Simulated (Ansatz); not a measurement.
Reaction (isomerisation): `[SiH3]OCS[SiH3]` → `O[SiH2]SC[SiH3]`

Isolated molecules relaxed with PBE0-D4/def2-TZVP in Ansatz; ΔE leaves out vibrations. CCSD(T)/CBS is the MP2 limit (def2-TZVPP, def2-QZVPP) plus CCSD(T) − MP2 in def2-TZVPP, frozen cores. DFT in def2-TZVPP. One conformer a species, not always the lowest.

| species | PBE0-D4 energy (Eh) |
| --- | --- |
| `[SiH3]OCS[SiH3]` | -1094.92560 |
| `O[SiH2]SC[SiH3]` | -1094.96007 |

**Question.** Work out ΔE.

**Answer.** ΔE = (-1094.96007) − (-1094.92560) = -0.03447 Eh = -21.6 kcal/mol. CCSD(T)/CBS gives -22.3 kcal/mol.

Largest T1 diagnostic among the species: 0.012.

In def2-TZVPP, CCSD(T) changes the Hartree–Fock value by −3.6 kcal/mol (the triples alone add −0.3 kcal/mol) and MP2 by −5.3 kcal/mol.
